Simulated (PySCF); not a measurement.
## Dipole moment and polarisability of `C=CCCOCC`

Species: C6H12O.
Numbering: `[CH2:1]=[CH:2][CH2:3][CH2:4][O:5][CH2:6][CH3:7]` (hydrogens: H8, H9 on C1; H10 on C2; H11, H12 on C3; H13, H14 on C4; H15, H16 on C6; H17, H18, H19 on C7)

Structure used (GFN2-xTB), in Å, numbered top down from 1:
```xyz
19
C6H12O angstrom
C     -2.3011    1.3362    0.1395
C     -1.8688    0.1288    0.4551
C     -1.3892   -0.8869   -0.5324
C     -0.0695   -1.5713   -0.1369
O      1.0790   -0.7915   -0.3530
C      1.3275    0.1939    0.6277
C      2.6661    0.8481    0.3232
H     -2.6605    2.0279    0.8826
H     -2.3101    1.6851   -0.8804
H     -1.8749   -0.1991    1.4879
H     -1.2687   -0.4296   -1.5156
H     -2.1473   -1.6724   -0.6110
H     -0.1186   -1.8945    0.9147
H      0.0726   -2.4542   -0.7670
H      1.3510   -0.2763    1.6246
H      0.5274    0.9472    0.6264
H      2.6301    1.3233   -0.6530
H      2.8926    1.5962    1.0779
H      3.4525    0.0983    0.3126
```

Level: CAM-B3LYP/def2-SVPD (PySCF), static field, nuclei fixed, core orbitals frozen in the response. The polarisability tensor in these axes (au):

```
x   83.08 -3.54  1.50
y   -3.54 84.45  1.19
z    1.50  1.19 69.27
```

Q: Give the principal values, the mean and the anisotropy Δα = √{½[(α1 − α2)² + (α2 − α3)² + (α1 − α3)²]}.

A: Principal values 68.94, 80.48 and 87.37 au; mean 78.93 au = 11.70 Å³ = 13.01 × 10⁻⁴⁰ C²·m²/J; Δα = 16.13 au (20 % of the mean).

Q: What is the dipole moment, and where does it point?

A: (-0.78, 0.01, 0.89) D, 1.18 D in size, pointing from the negative to the positive side. Measured along this direction, the outermost atoms are H17 at the negative end and H8 and H10 at the positive end.

Q: Orientational against electronic polarisability at 298 K (dilute gas, rigid molecules)?

A: In Gaussian units μ²/3kT = 11.27 Å³ against 11.70 Å³, a ratio of 0.96; the Debye molar polarisation (4π/3)N_A(α + μ²/3kT) is 57.9 cm³/mol, leaving out the vibrational part.

Q: Rayleigh depolarisation ratio (linearly polarised light, static tensor)?

A: ρ = 3Δα²/(45ᾱ² + 4Δα²) = 780.6/(280348 + 1040.9) = 0.00277.

Q: What molar refraction does this α imply?

A: Lorentz–Lorenz: R = (4π/3)N_A α = 2.5225 cm³/(mol·Å³) × 11.70 Å³ = 29.5 cm³/mol, in the limit of long wavelengths.

Q: Along which axes do the principal values lie, and how far do the nuclei extend along each?

A: Largest value along (-0.64, 0.77, 0.00), where the nuclei span 5.38 Å; middle along (0.76, 0.63, 0.17), 6.17 Å; least along (-0.13, -0.11, 0.99), 3.02 Å. The strongest response doesn't lie along the longest of the three spans.

Q: What would n − 1 = 2πNα be for an ideal gas of these molecules at 298.15 K and 1 atm, electronic part alone?

A: N = p/kT = 2.4615 × 10¹⁹ cm⁻³, so n − 1 = 2π × N × 11.70 × 10⁻²⁴ cm³ = 1809 × 10⁻⁶ at long wavelengths, for an ideal gas.

The structure is a single GFN2-xTB conformer in the gas phase; no vibrational or solvent corrections.
